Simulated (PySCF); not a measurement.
**Correlation energy of Mn(3+) (manganese, charge +3)**

Starting occupation: [Ar] 3d4, 3d3/2 with m_j = -3/2, -1/2, +1/2, +3/2. Calculation: PySCF 2.14, in x2c-SVPall-2c (5s5p3d1f, 42 functions); X2C-1e with screened-nucleus spin-orbit coupling, Gaussian nucleus. Frozen: [Ne]; 12 electrons correlated; the 6 highest virtual spinors left out.

MP2 pair energies summed by pair of shells (mhartree):

| pair | energy | share (%) |
| --- | --- | --- |
| 3d-3p | -76.67 | 40.8 |
| 3p-3p | -72.93 | 38.8 |
| 3d-3d | -19.84 | 10.5 |
| 3p-3s | -10.73 | 5.7 |
| 3d-3s | -5.42 | 2.9 |
| 3s-3s | -2.55 | 1.4 |

Total MP2 correlation energy: -188.13 mhartree.

The GHF reference relaxed away from the jj start to a determinant that is no pure jj level (⟨S²⟩ = 6.00, ⟨J²⟩ = 3.92); the energies belong to that determinant.

This basis was not built for core-valence correlation, so the inner-shell part is incomplete.
